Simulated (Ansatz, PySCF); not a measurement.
CH₆GeOSi, SMILES C[O][Ge][SiH3] (connectivity only; charge and spin as stated), neutral, multiplicity 1. Atoms are numbered in the order given.

```xyz
10

Ge     0.2027     0.2839     0.9100
O      1.5322    -0.0602    -0.2384
C      1.5612    -0.4793    -1.5802
H      0.5520    -0.6241    -2.0076
H      2.0921     0.2698    -2.1930
H      2.1109    -1.4332    -1.6607
Si    -1.7902    -0.2072    -0.5921
H     -1.8234    -1.6229    -1.0868
H     -1.8515     0.6811    -1.7994
H     -3.0491     0.0186     0.1874
```
Charge 0, spin multiplicity 1.

Geometry optimised at B3LYP-D3(BJ)/def2-SVP. The structure was generated by enumeration; whether it is a known compound was not checked. Other conformers were not sampled.

Two levels are set side by side: PBE-D3(BJ)/def2-SVP (Ansatz, an electronic-structure program) and B3LYP-D3(BJ)/def2-SVP (Ansatz). Each level has its own optimised geometry; the coordinates shown are those of the second. Frequencies come from the Hessian of PySCF at each geometry. Differences are taken from unrounded values.

```json
[
 {"quantity": "mean bond length (Å)", "B3LYP-D3(BJ)": "1.506"},
 {"quantity": "bond Ge1–O2 (Å)", "B3LYP-D3(BJ)": "1.790"},
 {"quantity": "bond Ge1–Si7 (Å)", "B3LYP-D3(BJ)": "2.543"},
 {"quantity": "bond O2–C3 (Å)", "B3LYP-D3(BJ)": "1.406"},
 {"quantity": "bond C3–H4 (Å)", "B3LYP-D3(BJ)": "1.105"},
 {"quantity": "bond C3–H5 (Å)", "B3LYP-D3(BJ)": "1.104"},
 {"quantity": "bond C3–H6 (Å)", "B3LYP-D3(BJ)": "1.104"},
 {"quantity": "bond Si7–H8 (Å)", "B3LYP-D3(BJ)": "1.500"},
 {"quantity": "bond Si7–H9 (Å)", "B3LYP-D3(BJ)": "1.500"},
 {"quantity": "bond Si7–H10 (Å)", "B3LYP-D3(BJ)": "1.498"},
 {"quantity": "highest harmonic wavenumber (cm⁻¹)", "B3LYP-D3(BJ)": "3083"},
 {"quantity": "mean harmonic wavenumber (cm⁻¹)", "B3LYP-D3(BJ)": "1195"},
 {"quantity": "zero-point energy (kcal/mol)", "B3LYP-D3(BJ)": "40.99"}
]
```

Task: What does PBE-D3(BJ) give, and how far is it from B3LYP-D3(BJ)? (An estimate is asked for; the answer gives what the named calculation found.)

Result: 
```json
[
 {"quantity": "mean bond length (Å)", "PBE-D3(BJ)": "1.515", "PBE-D3(BJ) minus B3LYP-D3(BJ)": "0.010"},
 {"quantity": "bond Ge1–O2 (Å)", "PBE-D3(BJ)": "1.806", "PBE-D3(BJ) minus B3LYP-D3(BJ)": "0.016"},
 {"quantity": "bond Ge1–Si7 (Å)", "PBE-D3(BJ)": "2.543", "PBE-D3(BJ) minus B3LYP-D3(BJ)": "0.000"},
 {"quantity": "bond O2–C3 (Å)", "PBE-D3(BJ)": "1.411", "PBE-D3(BJ) minus B3LYP-D3(BJ)": "0.005"},
 {"quantity": "bond C3–H4 (Å)", "PBE-D3(BJ)": "1.115", "PBE-D3(BJ) minus B3LYP-D3(BJ)": "0.009"},
 {"quantity": "bond C3–H5 (Å)", "PBE-D3(BJ)": "1.112", "PBE-D3(BJ) minus B3LYP-D3(BJ)": "0.008"},
 {"quantity": "bond C3–H6 (Å)", "PBE-D3(BJ)": "1.112", "PBE-D3(BJ) minus B3LYP-D3(BJ)": "0.008"},
 {"quantity": "bond Si7–H8 (Å)", "PBE-D3(BJ)": "1.514", "PBE-D3(BJ) minus B3LYP-D3(BJ)": "0.014"},
 {"quantity": "bond Si7–H9 (Å)", "PBE-D3(BJ)": "1.514", "PBE-D3(BJ) minus B3LYP-D3(BJ)": "0.014"},
 {"quantity": "bond Si7–H10 (Å)", "PBE-D3(BJ)": "1.511", "PBE-D3(BJ) minus B3LYP-D3(BJ)": "0.013"},
 {"quantity": "highest harmonic wavenumber (cm⁻¹)", "PBE-D3(BJ)": "3020", "PBE-D3(BJ) minus B3LYP-D3(BJ)": "-63"},
 {"quantity": "mean harmonic wavenumber (cm⁻¹)", "PBE-D3(BJ)": "1158", "PBE-D3(BJ) minus B3LYP-D3(BJ)": "-37"},
 {"quantity": "zero-point energy (kcal/mol)", "PBE-D3(BJ)": "39.73", "PBE-D3(BJ) minus B3LYP-D3(BJ)": "-1.26"}
]
```

Exact exchange shortens and stiffens bonds; PBE has none. Differences between two approximate levels are no errors against the true value.
